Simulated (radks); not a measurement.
Results of a calculation; reference values are marked as such.
Fractional charge and spin in the 3s shell of sulfur: the spin-up occupation runs from 0 to 1 and the spin-down occupation from 0 to 1; the fullest corner is S, [Ne] 3p(up 2, down 2) 3s(up 1, down 1). Code: a radial shooting solver on a logarithmic mesh with Libxc functionals. Model: scalar-relativistic Kohn-Sham, SCAN, spin-polarised, spherical densities, finite nucleus; meta-GGA in the generalised Kohn-Sham scheme; Fermi nuclear charge, rms radius of each element as measured or else 0.836 A^(1/3) + 0.57 fm. Energy (eV) minus the two flat planes that join the four corners (they meet along the diagonal where the two added fractions sum to one electron); zero is where a piecewise linear energy would lie.

down \ up       0     0.5       1
0           0.000  -1.412   0.000
0.5        -1.412   0.528  -1.212
1           0.000  -1.212   0.000

Corners above the fullest one (they belong to S+ and the next ion): (up 1, down 0) 22.886 eV, (up 0, down 1) 22.886 eV, (up 0, down 0) 58.426 eV. With half an added electron in each spin the energy lies 0.528 eV from the planes, and with half an added electron in spin up alone -1.412 eV. The planes are only a guide here: the flat-plane condition holds for ground states with one frontier orbital, while this shell lies below other occupied shells, so the corners above the fullest one are inner-hole states and not the ground states of those ions.
